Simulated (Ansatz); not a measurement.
System: Ge$_{4}$H$_{10}$, net charge 0, singlet state. SMILES: [GeH3][GeH2][GeH2][GeH3]
Coordinates optimised at B3LYP-D3(BJ)/def2-TZVP (Ansatz, a first-principles code):
```xyz
14

Ge    -2.0786     1.3334     0.2703
Ge    -0.8414    -0.5102     1.2778
Ge     0.8014    -1.3641    -0.3132
Ge     2.1174     0.4842    -1.2057
H     -3.1776     1.8579     1.2117
H     -1.1129     2.4880    -0.0514
H     -2.7345     0.8713    -1.0434
H     -1.8120    -1.6268     1.7130
H     -0.1105    -0.0036     2.5378
H      1.7260    -2.3992     0.3590
H      0.0661    -2.0702    -1.4705
H      1.1970     1.4489    -1.9747
H      3.2170    -0.0143    -2.1606
H      2.7801     1.2623    -0.0546
```
Charge 0, spin multiplicity 1.

Quantity: vertical triplet-singlet gap (E(triplet) - E(singlet); each state is the SCF solution reached for its spin; for the triplet the Hartree-Fock reference is unstable and T1 is 0.026), in eV. Cores are frozen in the correlated levels unless marked. UHF or UKS for open shells. Spin-orbit coupling is left out. Frozen are the shells of the preceding noble gas and the d and f shells that filled before the atom's block. Non-relativistic. CBS marks a two-point X^-3 extrapolation of the correlation energy; Hartree-Fock from the larger set.

```csv
level,program,vertical triplet-singlet gap (eV)
HF/aug-cc-pVTZ,Ansatz,6.08
B3LYP/def2-TZVPD,Ansatz,5.54
PBE0/def2-TZVPD,Ansatz,5.63
BHLYP/def2-TZVPD,Ansatz,5.91
wB97M-V/def2-TZVPD,Ansatz,5.85
RI-MP2/aug-cc-pVTZ,Ansatz,6.07
RI-MP2/aug-cc-pVQZ,Ansatz,6.10
"RI-MP2/CBS(aug-cc-pVTZ,aug-cc-pVQZ)",Ansatz,6.12
CCSD/aug-cc-pVDZ,Ansatz,5.99
```
